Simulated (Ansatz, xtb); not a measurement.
Relaxing a trial structure of AlH4O2Se

The starting geometry of this gas-phase doublet was built from a drawn formula by distance geometry and a force field; its bonds are those of `O[Se](O)[AlH2]`.

```csv
atom,x (Å),y (Å),z (Å)
Al,0.2658,1.2675,-0.9890
O,-1.1494,1.3781,1.7513
O,-2.7261,0.7230,-0.2837
Se,-1.6493,2.1429,0.1590
H,-1.1917,0.4179,1.6040
H,-3.5471,1.1269,-0.6508
H,0.6761,-0.2377,-0.7287
H,1.1489,2.2482,-1.9243
```

Task: Predict what it relaxes into with r2SCAN-D4/def2-SVP.

Result: It rearranges, giving a structure given below by its coordinates. Contacts that open: O3–Se4 (1.84 → 3.06 Å). Contacts that close: Al1–O3 (3.12 → 1.79 Å).

The energy falls by 3.07 eV over 26 steps:

```csv
step,E − E(last) (eV)
1,3.065
4,2.796
7,2.699
9,2.604
12,1.641
15,0.487
18,0.132
20,0.024
23,0.001
26,0.000
```

Final geometry (Å):

```xyz
8

Al   -0.2493    1.0229   -0.8964
O    -1.8135    1.6332    1.7605
O    -1.8834    0.4541   -0.4399
Se   -0.1996    2.2316    1.3972
H    -2.0564    1.0772    0.9076
H    -2.6483    0.5429   -1.0195
H     0.9039   -0.0642   -0.7663
H    -0.2261    2.1691   -2.0054
```

From the same start GFN2-xTB ends elsewhere, at `[OH][AlH2-][OH+][Se]`.

No frequencies were run, so the end isn't proven a minimum. Open shells are spin-unrestricted. Run with Ansatz 0.2.0, 3.2 min on 2 threads of Arm Neoverse V2, on a shared host.
